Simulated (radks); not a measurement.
Values are calculated unless marked as measured or tabulated.
The hafnium ion Hf+ inside a hard spherical wall (all orbitals vanish at R), configuration held at [Xe] 4f14 5d1 6s2 and not refilled when levels cross. Code: a radial shooting solver on a logarithmic mesh with Libxc functionals. Model: scalar-relativistic Kohn-Sham, r2SCAN, spin-polarised, spherical densities, finite nucleus; open shells are filled with parallel spins first (spin-orbit coupling, left out, can overturn this in heavy ions); meta-GGA in the generalised Kohn-Sham scheme; Fermi nuclear charge, rms radius 5.347 fm. Eigenvalues in eV for spin up, with the zero of energy where the potential of the charges vanishes at infinity; a dash marks a level that is unbound or too diffuse for the functional's potential to be trusted. A positive occupied level is held by the wall or, in an anion where self-interaction has pushed it up, behind a barrier. The pressure on the wall is -dE/dV.

R (bohr)  E (hartree)  kinetic (hartree)    e(5p)    e(4f)    e(6s)    e(5d)  e(6p, empty)  e(7s, empty)  pressure (GPa)
free      -15077.5202          16515.973  -46.233  -26.523  -12.199  -10.995        -6.866             -               0
15        -15077.5202          16515.973  -46.233  -26.523  -12.199  -10.995        -6.866             -        < 0.0001
12        -15077.5202          16515.973  -46.233  -26.523  -12.198  -10.995        -6.864        -2.246        < 0.0001
10        -15077.5202          16515.974  -46.228  -26.518  -12.194  -10.991        -6.847        -1.501         0.00263
7         -15077.5129          16516.045  -45.958  -26.238  -11.960  -10.756        -6.285         3.288           0.520
5         -15077.3975          16516.717  -44.148  -24.308   -9.665   -9.058        -2.149        19.633            15.7
4         -15077.0370          16518.311  -41.396  -21.205   -4.028   -5.916         6.678        45.956            99.8
3.5       -15076.5236          16520.412  -38.812  -18.166    3.082   -2.472        16.890        72.680             287
3         -15075.3221          16525.217  -34.138  -12.641   17.936    4.218        36.689        119.88             961
2.5       -15072.1139          16537.605  -24.012   -1.351   51.859   18.836        78.485        210.94            3940
2         -15061.9999          16573.787    2.604   24.118   138.21   55.621        177.59        409.62           20900
